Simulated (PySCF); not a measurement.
CH₄ClFOSi, SMILES C[Si](O)(F)Cl. Heavy atoms are numbered as in [CH3:1][Si:2]([OH:3])([F:4])[Cl:5]. Hydrogens are named by the atom that carries them.

The structure is a stationary point at B3LYP-D3(BJ)/def2-SVP. This is a generated structure with no PubChem entry under its InChIKey; it may be hypothetical. The values are those of a single conformer.

The numbers are results of PBE/pcSseg-1 in PySCF, not measurements.

GIAO shieldings, no solvent; atoms alike by connectivity are averaged. δ = σ(ref) − σ: ¹³C against TMS (σ = 182.0 ppm); ²⁹Si against TMS (σ = 335.4 ppm); ¹⁷O against H2O (σ = 334.3 ppm); ¹⁹F against CFCl3 (σ = 133.6 ppm); ³⁵Cl against HCl (σ = 936.5 ppm); ¹H against TMS (σ = 31.49 ppm), references at their B3LYP-D3(BJ)/def2-TZVP geometries, non-relativistic (without spin–orbit terms, shifts of atoms bonded to Cl or Br come out too high).

### Question
Estimate the chemical shifts. (The exact figures need the calculation; the answer reports its results.)

### Answer

| nucleus | atoms | count | δ (ppm) |
|---|---|---|---|
| ¹³C | C1 (CH3) | 1 | 0.5 |
| ²⁹Si | Si2 | 1 | -6.3 |
| ¹⁷O | O3 (OH) | 1 | 89.9 |
| ¹⁹F | F4 | 1 | -138.5 |
| ³⁵Cl | Cl5 | 1 | 93.3 |
| ¹H | H on O3 | 1 | 2.80 |
| ¹H | H on C1 | 3 | 0.74 |
